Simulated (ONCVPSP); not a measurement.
What one change does to a pseudopotential (osmium (Os), ONCV)

```json
{
 "Element": "Os (Z = 76)",
 "Generator": "ONCVPSP 4.0.1",
 "Type": "optimised norm-conserving Vanderbilt (ONCV)",
 "Functional": "PBE",
 "Relativity": "scalar-relativistic",
 "Frozen core": "[Xe] 4f14",
 "Valence charge": "8",
 "Reference configuration": "5d7 6s1",
 "Partial waves": "6s: rc 2.60 bohr, ncon 4, nbas 9, qcut 2.3 1/bohr, 2 projectors, debl 0.9 Ha; p scattering state at 0.45 Ha: rc 2.70 bohr, ncon 3, nbas 6, qcut 2.7 1/bohr, 3 projectors, debl 1.9 Ha; 5d: rc 2.05 bohr, ncon 3, nbas 8, qcut 7.9 1/bohr, 2 projectors, debl 3.1 Ha; f scattering state at 0.03 Ha: rc 2.75 bohr, ncon 4, nbas 9, qcut 3.9 1/bohr, 2 projectors, debl 1 Ha",
 "Local potential": "polynomial inside 1.85 bohr (lpopt 3, dvloc0 1 Ha)",
 "Core correction": "polynomial model core, fcfact 0.35"
}
```

In the p channel the program set the typed energies aside and used 0.050, 1.950, 3.850 Ha.

Change: s: rc 2.8.

Cutoffs: the cutoffs (Ha) at which the residual kinetic energy of the hardest occupied pseudo-wave falls to 1 and 0.1 mHa per electron; they do not see the model core or the augmentation charge, which bear on the density cutoff. Errors are all-electron minus pseudo energies relative to the spin-unpolarised reference configuration.

Task: Predict the effect on cutoff, ghosts and configuration errors.

Result: The potential gets softer (17 Ha and 31 Ha → 17 Ha and 26 Ha); of the 4 tests that both files solve, the error grows in 2 and shrinks in 1 by more than 15 % and 0.3 meV (median size 37.8 → 39.0 meV); neither file shows a bound ghost. A larger radius leaves more room for a smooth pseudo-wave, so fewer plane waves are needed.

| quantity | base | changed |
| --- | --- | --- |
| cutoff, loose | 17 Ha | 17 Ha |
| cutoff, tight | 31 Ha | 26 Ha |
| loose cutoff by channel | s 6.4 Ha, d 17 Ha | s 4.8 Ha, d 17 Ha |
| bound ghosts | none | none |
| GHOST(+) flags under 300 eV | s at 41.7 eV, f at 42.8 eV, p at 136.0 eV | s at 39.5 eV, f at 42.8 eV, p at 136.0 eV |
| error for 5d6 6s2, meV [ΔE -0.32 eV] | -28 | -16 |
| error for 5d6 6s1, meV [ΔE 9.26 eV] | -21 | -18 |
| error for 5d6 6s0, meV [ΔE 26.17 eV] | -47 | -60 |
| error for 5d6 6s0 6p1, meV [ΔE 15.40 eV] | -61 | -74 |
| p: phases at 2.74 bohr within 0.05 rad from the reference energy up to (Ha; the scan ends near 5) | 4.7 | 4.7 |
| d: phases at 2.08 bohr within 0.05 rad from the reference energy up to (Ha; the scan ends near 5) | to the end of the scan | to the end of the scan |
| f: phases at 2.79 bohr within 0.05 rad from the reference energy up to (Ha; the scan ends near 5) | 1.5 | 1.5 |
| rms error of d²Exc/dni dnj with the model core, mHa | 0.57 | 0.60 |
